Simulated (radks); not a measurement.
The numbers below are computed, except where a source is named.
Pb+, 81 electrons, occupied as [Xe] 4f14 5d10 6s1 6p2 (not the ground configuration). Level of theory: scalar-relativistic Kohn-Sham, PBEsol, spin-polarised, spherical densities, finite nucleus; open shells are filled with parallel spins first (spin-orbit coupling, left out, can overturn this in heavy ions); Fermi nuclear charge, rms radius 5.5012 fm (a radial shooting solver on a logarithmic mesh with Libxc functionals).

Normalised radial functions P(r) = r R(r), r in bohr:

r	5d up
0.002428	0.0001
0.003317	0.0003
0.004496	0.0006
0.006093	0.0014
0.008324	0.0031
0.01128	0.0068
0.01529	0.0145
0.02089	0.0307
0.02831	0.0607
0.03837	0.1124
0.05241	0.1917
0.07104	0.2816
0.09627	0.3365
0.1315	0.2711
0.1782	0.0283
0.2416	-0.3127
0.33	-0.4951
0.4473	-0.2658
0.6062	0.2948
0.8215	0.8184
1.122	0.9784
1.521	0.7732
2.061	0.4446
2.816	0.1791
3.817	0.0483
5.173	0.0075
7.067	0.0005
9.578	0.0000

5d up: eigenvalue -30.648 eV, 2 radial nodes at r = 0.183, 0.523 bohr, <r> = 1.30 bohr, 90 % of the charge inside 1.98 bohr.
